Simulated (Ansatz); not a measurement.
Program: Ansatz 0.2.0.

Basis-set series for CH₅BOSi. Total charge 0; spin multiplicity 1. The bonds changed during the relaxation, so this is another structure than the one it started from. All single points use the PBE0-D4/def2-TZVP geometry. It is one conformer, not always the lowest.

```xyz
9

O    -0.748   -1.288   -1.684
C    -0.236   -0.684   -0.610
B    -0.344    0.771   -0.356
Si    0.550    1.046    1.265
H    -0.571   -2.234   -1.667
H     0.277   -1.367    0.072
H    -0.890    1.561   -1.061
H     0.792    2.289    2.046
H     1.171   -0.095    1.994
```

```tsv
functional	basis	functions	energy (Eh)	HOMO (eV)	LUMO (eV)
PBE0-D4	def2-SVP	85	-430.11907	-6.04	-2.29
PBE0-D4	def2-QZVPP	391	-430.40076	-6.15	-2.41
ωB97M-V	def2-SVP	85	-430.30723	-7.86	-0.41
ωB97M-V	def2-QZVPP	391	-430.59613	-8.02	-0.61
```

Task: Give the rows for def2-TZVPP. (An estimate is asked.)

Result: The calculation gave: 
```
functional       basis  functions  energy (Eh)  HOMO (eV)  LUMO (eV)
   PBE0-D4  def2-TZVPP        205   -430.38307      -6.13      -2.38
   ωB97M-V  def2-TZVPP        205   -430.57926      -7.99      -0.56
```
